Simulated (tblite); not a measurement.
Problem. What does the GFN2-xTB structure of `C/C=C(\F)C(=O)Cl` look like in three dimensions?

Solution. 
```
atom  x, y, z in Å
C1    -1.7840    0.2369    0.0263
C2    -0.4090   -0.0617   -0.4340
C3     0.6883    0.0022    0.3278
F4     0.6140    0.3600    1.6230
C5     2.0216   -0.3103   -0.1910
O6     2.2712   -0.6443   -1.3084
Cl7    3.2898   -0.1508    1.0127
H8    -1.7974    0.5201    1.0750
H9    -2.4172   -0.6374   -0.1211
H10   -2.2044    1.0443   -0.5725
H11   -0.2676   -0.3563   -1.4637
```

Orientation and origin are arbitrary. Atoms count from 1 in this order. Of the pairs four or more bonds apart, F4···H8 is among the closest relative to their van der Waals radii: 2.48 Å, 93 % of the sum of Bondi's values. The 3 C–C bonds span 1.337 Å (C2=C3, drawn double) to 1.480 Å (C1–C2, drawn single), a spread of 0.143 Å. The 7 heavy atoms lie in one plane (0.001 Å rms).

Bonds between heavy atoms (Å): C1–C2 1.480, C2=C3 1.337, C3–F4 1.346, C3–C5 1.464, C5=O6 1.193, C5–Cl7 1.756.

Computed geometry: GFN2-xTB, gas phase.

Point group: Cs (every atom within 0.08 Å of its image). Its GFN2-xTB frequencies are all real (lowest 53 cm⁻¹). One conformer, not necessarily the lowest (C2–C3–C5–O6 0°).

Time: under 0.1 s. Hardware: one thread, Arm Neoverse V2 (aarch64), no GPU, on a shared host. These figures are those of the optimisation.
